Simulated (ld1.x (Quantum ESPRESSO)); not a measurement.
How hard is this Ir TM potential?

iridium (Ir), norm-conserving Troullier–Martins (Kleinman–Bylander form), made with ld1.x (Quantum ESPRESSO) 7.5 (Wu–Cohen, fully relativistic). Core [Kr] 4d10 4f14 5s2, reference 5p6 5d7 6s1.5 6p0 (charge +0.5). Waves: 6s (bound): rc 2.60 bohr; 5p (bound): rc 1.30 bohr; 5d (bound): rc 1.55 bohr. Local part: the d channel. Core correction: none.

Open shells are filled in proportion to 2j + 1 (rel_dist='average').

The pseudo-atom Hamiltonian at the reference potential is diagonalised in spherical Bessel functions j_l(qr) that vanish at 20 bohr, with q² up to the cutoff. All-electron valence levels (Ry): 6s -0.7292, 5p1/2 -5.0450, 6p1/2 -0.3419, 5p3/2 -4.0437, 6p3/2 -0.2802, 5d3/2 -0.8750, 5d5/2 -0.7835.

How do the lowest levels (Ry) of each channel move with the cutoff, and are there ghosts?

```csv
cutoff (Ry),s #1,s #2,s #3,p1/2 #1,p1/2 #2,p3/2 #1,p3/2 #2,d3/2 #1,d3/2 #2,d5/2 #1,f #1,Σ f·Δε (mRy)
8,-1.6841,-0.7206,-0.1095,-3.4695,-0.2219,-3.0709,-0.2072,-0.2912,-0.0171,-0.2912,0.0352,10747.6
18,-4.1214,-0.7287,-0.1097,-4.8795,-0.3312,-3.8515,-0.2558,-0.7052,-0.0299,-0.7052,0.0352,1894.4
40,-4.3000,-0.7292,-0.1097,-4.9843,-0.3523,-3.9820,-0.2697,-0.8182,-0.0321,-0.8182,0.0352,371.6
60,-4.3018,-0.7292,-0.1097,-5.0357,-0.3532,-4.0375,-0.2761,-0.8184,-0.0321,-0.8184,0.0352,45.0
110,-4.3021,-0.7292,-0.1097,-5.0438,-0.3535,-4.0429,-0.2767,-0.8186,-0.0321,-0.8186,0.0352,6.0
180,-4.3021,-0.7292,-0.1097,-5.0450,-0.3535,-4.0437,-0.2768,-0.8186,-0.0321,-0.8186,0.0352,0.4
400,-4.3021,-0.7292,-0.1097,-5.0450,-0.3535,-4.0438,-0.2769,-0.8186,-0.0321,-0.8186,0.0352,0.0
```

Result: ghost state, extra bound levels that the all-electron valence spectrum of the same l lacks: s at -58.5 eV (a true bound ghost makes a file unfit for plane-wave use); 10 mRy is reached at 110 Ry and 1 mRy at 140 Ry.

Note: ghost state, extra bound levels that the all-electron valence spectrum of the same l lacks: s at -58.5 eV. A true bound ghost makes a file unfit for plane-wave use. The potential misses its own reference levels by up to 0.8 eV.
